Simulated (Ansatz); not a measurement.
FH4HfNO2, SMILES `[NH2][Hf]([OH])([OH])[F]`. Total charge 0; spin multiplicity 1. Hf takes the def2 core potential. The structure was optimised at the PBE0-D4/def2-TZVP level. It is one conformer, not always the lowest.

```xyz
9

N     0.595    1.567    0.088
Hf   -0.114   -0.292   -0.345
O    -1.896   -0.403    0.364
O     1.158   -1.561    0.337
F    -0.217   -0.516   -2.257
H     1.567    1.812    0.210
H     0.032    2.394    0.221
H    -2.739   -0.676    0.710
H     1.614   -2.325    0.670
```

(1) What is the dipole moment at PBE/def2-TZVPP? (Best estimate.)

(2) And with r2SCAN, B3LYP, ωB97M-V? (An estimate is asked.)

(3) Give the Mulliken charges with PBE, r2SCAN, B3LYP in def2-TZVPP. (Estimate.)

Answers

(1) Ansatz gave: 2.55 D, with components (-0.16, -0.49, 2.50) D in this frame, pointing from negative to positive charge.

(2) Ansatz gave: r2SCAN 2.59 D, B3LYP 2.63 D, ωB97M-V 2.62 D.

(3) The calculation gave: 
```csv
atom,PBE,r2SCAN,B3LYP
N1,-0.44,-0.53,-0.46
Hf2,0.93,1.20,1.13
O3,-0.40,-0.48,-0.45
O4,-0.40,-0.48,-0.45
F5,-0.34,-0.39,-0.39
H6,0.14,0.16,0.13
H7,0.14,0.16,0.13
H8,0.18,0.19,0.18
H9,0.18,0.19,0.18
```

B3LYP here is the variant with VWN-RPA as its local correlation; programs differ in this.
